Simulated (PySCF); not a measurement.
# Relaxation of singlet SnOF₂

These are results of PBE0/[Sn def2-TZVP with ECP28, O def2-TZVP, F def2-TZVP], scalar-relativistic core potentials, density fitting, no spin–orbit coupling, PySCF, not measurements. A (50,194) grid was used.

A hand-made trigonal pyramidal start, of Cs symmetry, held to at least that symmetry:

```xyz
4
charge 0 multiplicity 1, angstrom
Sn   -0.0225   -0.0389   -0.2900
O    -0.8480   -1.4688    0.5879
F     1.7787   -0.0389    0.6677
F    -0.9231    1.5210    0.6677
```

Problem. What does it relax to?

Solution. It ends at C2v with Sn–F 1.893 Å (×2), Sn–O 1.810 Å; F–Sn–F 97.4°, F–Sn–O 131.3° (×2) (after a last refinement on a finer grid). The frequency run here used a shortcut that can spoil soft modes, so no verdict on minimum or saddle point is given. Other isomers or separated fragments may lie lower.

Problem. How much energy is released, and in how many steps?

Solution. 177.6 kJ/mol in 8 steps.

The relaxation took roughly 120 core-seconds on a shared host.
